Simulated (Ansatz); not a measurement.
Al(GeH3)2(H) (AlGe2H7), SMILES [AlH]([GeH3])[GeH3].

Geometry: r2SCAN-D4/def2-SVP. The structure was generated by enumeration; whether it is a known compound was not checked.

Two levels are set side by side: PBE/def2-SVPD (Ansatz, a quantum-chemistry and plane-wave program) and PBE0/def2-SVPD (Ansatz). Energy differences of separate SCF runs at the same geometry; the states with an electron removed or added have multiplicity 2 and 2. Differences are taken from unrounded values.

```
quantity                            PBE
---------------------------------  ----
vertical ionisation energy (eV)    8.91
vertical electron affinity (eV)    0.93
vertical singlet–triplet gap (eV)  3.03
```

Task: These are the PBE values. What does PBE0 give? (An estimate is asked for; the answer gives what the named calculation found.)

Result: 
```json
[
 {"quantity": "vertical ionisation energy (eV)", "PBE0": "9.11", "PBE minus PBE0": "-0.19"},
 {"quantity": "vertical electron affinity (eV)", "PBE0": "0.93", "PBE minus PBE0": "0.01"},
 {"quantity": "vertical singlet–triplet gap (eV)", "PBE0": "3.21", "PBE minus PBE0": "-0.19"}
]
```
